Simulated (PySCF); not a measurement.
# Broadened absorption spectrum of C3H7ClO3Si

C3H7ClO3Si.
Z-matrix (Å and degrees, GFN2-xTB geometry), rows numbered from 1:
```
C 
O   1  1.4126
C   2  1.3954  1  114.50
C   3  1.5190  2  115.02  1   -70.45
O   4  1.1975  3  126.56  2     3.87
O   4  1.3317  3  110.96  2  -176.58
Si  6  1.6622  4  123.61  3   178.25
Cl  7  1.9894  6  100.56  4   177.46
H   1  1.0973  2  110.84  3   -57.95
H   1  1.0876  2  105.80  3  -176.62
H   1  1.0926  2  111.66  3    64.28
H   3  1.0945  2  106.60  1   170.19
H   3  1.1035  2  111.72  1    52.39
H   7  1.4533  6  108.51  4   -65.27
H   7  1.4537  6  109.32  4    60.18
```

Computed, not measured: TDDFT B3LYP/def2-SVPD, vertical, gas phase, core orbitals frozen in the response in PySCF.

Broadening: Gaussians 0.25 eV wide at half height, area fixed by f = 4.319×10⁻⁹ ∫ε dν̃. The width is an assumption, not a result. The curve ends short of the highest state used, and states not computed would add to its high-energy end.

(λ (nm), ε (L mol⁻¹ cm⁻¹)): (178.7, 468), (180.8, 329), (183.0, 403), (185.2, 1050), (187.4, 2081), (189.5, 2515), (191.7, 2001), (193.9, 1187), (196.0, 642), (198.2, 304), (200.4, 115), (202.5, 34), (204.7, 7), (206.9, 1), (209.1, 0), (211.2, 1), (213.4, 4), (215.6, 17), (217.7, 50), (219.9, 112), (222.1, 188), (224.3, 238), (226.4, 233), (228.6, 179), (230.8, 109), (232.9, 55), (235.1, 22), (237.3, 7), (239.5, 2), (241.6, 0)

(1) Where are the band maxima, and which computed states make them?

(2) Coming from long wavelengths, where does ε first pass 100 L mol⁻¹ cm⁻¹?

(3) On this curve, what absorbance would a 10⁻³ mol/L sample give at 193 nm over a 1 cm path?

Results:

(1) 225 nm (5.51 eV), ε about 240, made up of S1 (100%); 189 nm (6.55 eV), ε about 2500, made up of S3 (96%) (ε in L mol⁻¹ cm⁻¹; maxima over ε = 5, shares over 10%). At its high-energy end, 6.94 eV, the curve is still rising (ε about 470, from S4 and S5). The states used: S1 5.51 eV (f 0.0022); S2 6.36 eV (f 0.0040); S3 6.55 eV (f 0.023); S4 6.92 eV (f 0.0028); S5 7.12 eV (f 0.0070); S6 7.47 eV (f 0.0031); S7 7.52 eV (f 0.021); S8 7.54 eV (f 0.019).

(2) At about 231 nm (5.37 eV), 0.14 eV below S1.

(3) 193 nm is 6.424 eV, where ε is about 1500 L mol⁻¹ cm⁻¹, so A = ε c l ≈ 1.5 (Beer–Lambert, with the gas-phase spectrum and the assumed width).

One conformer stands for the species.
